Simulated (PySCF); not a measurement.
# Shapes and spin states of [TcS2]-

Computed with PySCF, PBE0, basis Tc def2-SVPD with ECP28, S def2-SVPD (scalar-relativistic core potentials, no spin–orbit coupling, density fitting).

Relaxations began from a few typed shapes and spin states; open shells are unrestricted. The search is not exhaustive: other isomers or separated fragments can lie lower, and high-lying points may rest on an excited occupation.

```tsv
spin	group	bonds	angles	imaginary modes (cm⁻¹)	ΔE (kJ/mol)	ΔE with ZPE (kJ/mol)
quintet	C2v	Tc–S 2.168 Å (×2)	S–Tc–S 125.1°	none	0.0	0.0
triplet	C2v	Tc–S 2.119 Å (×2)	S–Tc–S 131.9°	none	29.8	30.2
quintet	D∞h	Tc–S 2.228 Å (×2)	S–Tc–S 180.0°	90i	31.2	–
triplet	D∞h	Tc–S 2.164 Å (×2)	S–Tc–S 180.0°	70i, 70i	48.0	–
broken-symmetry Ms = 0 (⟨S²⟩ 1.01)	C2v	Tc–S 2.109 Å (×2)	S–Tc–S 128.4°	none	62.2	62.8
singlet (closed shell, unstable to spin polarisation)	C2v	Tc–S 2.098 Å (×2)	S–Tc–S 122.6°	none	119.7	120.5
singlet (closed shell, unstable to spin polarisation)	D∞h	Tc–S 2.163 Å (×2)	S–Tc–S 180.0°	76i, 76i	193.9	–
quintet	Cs	S–S 2.121 Å, Tc–S 2.240 Å, Tc–S 2.554 Å	S–S–Tc 56.4°, S–S–Tc 71.6°, S–Tc–S 52.0°	none	236.7	235.8
```

The lowest minimum found is the quintet C2v: Tc–S 2.168 Å (×2); S–Tc–S 125.1°.

Formally Tc is in oxidation state +3, d4, with 4 unpaired electrons (the high-spin count). The Mulliken spin on Tc is 3.86. The polar-tensor charge on Tc, 0.76, is far below the formal one.

For the lowest minimum: with open d or f shells other occupations or spin states may lie lower. The lowest empty level of this anion is unbound, so it and the gap depend on the basis.

The electron or spin density has lower symmetry than the nuclear frame for the quintet D∞h at 31.2 kJ/mol, broken-symmetry Ms = 0 (⟨S²⟩ 1.01) C2v at 62.2 kJ/mol.
